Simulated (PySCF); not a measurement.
**Static response to an electric field**

Species: CH₉GeNSi.
Structure used (PBE0-D3(BJ)/def2-SVP), in Å, numbered top down from 1:
```
atom  x, y, z in Å
C1    -2.3195    0.0495    0.4508
Ge2   -0.6847   -0.6898   -0.3037
N3     0.6585    0.5441   -0.0387
Si4    2.3716    0.3072   -0.1490
H5    -2.6156    0.9580   -0.0942
H6    -3.1400   -0.6790    0.3769
H7    -2.1707    0.3034    1.5103
H8    -0.2803   -2.0057    0.3963
H9    -0.8631   -0.9763   -1.8127
H10    0.3362    1.4712    0.2187
H11    3.0305    1.6319   -0.3709
H12    2.6823   -0.6066   -1.2933
H13    2.9858   -0.3069    1.0741
```

Level: CAM-B3LYP/def2-SVPD (PySCF), static field, nuclei fixed, core orbitals frozen in the response. The polarisability tensor in these axes (au):

```
x   92.76  2.07 -1.56
y    2.07 73.59  1.57
z   -1.56  1.57 71.49
```

Q: What are the eigenvalues, a third of the trace, and Δα (Δα² = ½Σ(αi − αj)² over the three pairs)?

A: Principal values 70.40, 74.37 and 93.07 au; mean 79.28 au = 11.75 Å³ = 13.07 × 10⁻⁴⁰ C²·m²/J; Δα = 20.97 au (26 % of the mean).

Q: What is the dipole moment, and where does it point?

A: (-1.51, 0.65, 0.41) D, 1.70 D in size, pointing from the negative to the positive side. Measured along this direction, the outermost atoms are H12 at the negative end and H5 and H6 at the positive end.

Q: What depolarisation ratio follows for Rayleigh scattering of linearly polarised light, taking the static tensor?

A: ρ = 3Δα²/(45ᾱ² + 4Δα²) = 1319.5/(282844 + 1759.3) = 0.00464.

Q: In a dilute gas of rigid molecules at 250 K, how does the orientational term μ²/3kT compare with the electronic polarisability?

A: In Gaussian units μ²/3kT = 27.79 Å³ against 11.75 Å³, a ratio of 2.37; the Debye molar polarisation (4π/3)N_A(α + μ²/3kT) is 99.7 cm³/mol, leaving out the vibrational part.

Q: Form Σ f/ω² (atomic units) for the 10 lowest TDDFT singlets, given as eV and f, and set it beside the mean polarisability, which is this sum over all singlets: 6.04, 0.0054; 6.85, 0.0196; 7.13, 0.0205; 7.39, 0.0302; 7.51, 0.0180; 7.77, 0.0077; 8.03, 0.0517; 8.26, 0.0109; 8.30, 0.0183; 8.38, 0.0780.

A: They add up to 3.19 au, 4.0 % of the 79.28 au; the largest single term is 0.82 au, from the state at 8.38 eV. Terms in order: 0.11, 0.31, 0.30, 0.41, 0.24, 0.09, 0.59, 0.12, 0.20, 0.82 au. Higher excitations give the rest. The strengths listed sum to 0.260.

Q: Estimate the molar refractivity from the static electronic polarisability.

A: Lorentz–Lorenz: R = (4π/3)N_A α = 2.5225 cm³/(mol·Å³) × 11.75 Å³ = 29.6 cm³/mol, in the limit of long wavelengths.

Q: What would n − 1 = 2πNα be for an ideal gas of these molecules at 500 K and 1 atm, electronic part alone?

A: N = p/kT = 1.4678 × 10¹⁹ cm⁻³, so n − 1 = 2π × N × 11.75 × 10⁻²⁴ cm³ = 1083 × 10⁻⁶ at long wavelengths, for an ideal gas.

Isolated species at its PBE0-D3(BJ)/def2-SVP geometry (one conformer only). The calculation is non-relativistic, for germanium too.

These values come from a run that also computed excited states and ΔSCF ions. Hardware: one thread, Arm Neoverse V2, shared host. Cost: 37 s.
